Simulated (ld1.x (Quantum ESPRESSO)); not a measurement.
**Ga (Z = 31), PAW: configuration errors across variants**

* Element: Ga (Z = 31)
* Generator: ld1.x (Quantum ESPRESSO) 7.5
* Type: PAW
* Functional: LDA (PZ)
* Relativity: scalar-relativistic
* Frozen core: [Ar]
* Valence charge: 13
* Reference configuration: 3d10 4s2 4p1
* Partial waves: 4s (bound): rcut 1.60, rcutus 1.95 bohr; 4s channel at -0.15 Ry: rcut 1.60, rcutus 1.95 bohr; 4p (bound): rcut 2.25, rcutus 2.90 bohr; 4p channel at 3.35 Ry: rcut 2.25, rcutus 2.90 bohr; 3d (bound): rcut 0.80, rcutus 1.00 bohr; 3d channel at 1.75 Ry: rcut 0.80, rcutus 1.00 bohr
* Local potential: all-electron potential smoothed inside 1.35 bohr (lloc = -2)
* Core correction: Bessel-smoothed model core inside 0.55 bohr
* Augmentation charge: BESSEL, radius 0.60 bohr

All-electron excitation energies from the reference (eV): (1) 3d10 4s2 4p0 5.888; (2) 3d10 4s1 4p0 27.391; (3) 3d10 4s0 4p0 58.991; (4) 3d9 4s2 4p2 20.402; (5) 3d9 4s0 4p0 123.214; (6) 3d10 4s2 4p0.5 2.120; (7) 3d10 4s1 4p1 13.338; (8) 3d10 4s2 4p1 spin -0.134; (9) 3d10 4s1 4p0 spin 27.084.

Spin tests fill each open shell by Hund’s rule, majority spin first.

3 further variants failed, have other tests or another functional or relativity, and are left out.

A true bound ghost makes a file unfit for plane-wave use even where its test errors are small: the radial tests pick states by their node count and pass the ghost by.

Errors AE − PS in meV (a dash: test not solved or not reliable):

```tsv
change	(1)	(2)	(3)	(4)	(5)	(6)	(7)	(8)	(9)	bound ghosts
base	+4.2	+18	+46	-68	-366	+0.6	+1.4	+0.4	+21	none
waves 3d (bound): rcut 0.80, rcutus 1.02 bohr; 3d channel at 1.75 Ry: rcut 0.80, rcutus 1.02 bohr	+4.2	+18	+44	-66	-368	+0.6	+1.3	+0.4	+20	none
all radii but the core radius scaled by about 1.17 (s 2.28, p 3.40, d 1.18 bohr, rcut 1.88/2.64/0.94); local potential all-electron potential smoothed inside 1.58 bohr (lloc = -2); augmentation BESSEL, radius 0.70 bohr	-0.6	+11	+33	-8.9	-381	0.0	+15	0.0	+16	none
local potential all-electron potential smoothed inside 0.80 bohr (lloc = -1)	+11	+47	+147	–	–	–	–	–	–	s
```

(1) Give the same row for: augmentation PSQ, inside the norm-conserving radii.

Answers

(1) -0.5, -3.9, -14, -154, -354, 0.0, -0.7, 0.0, -4.5; bound ghosts: none.
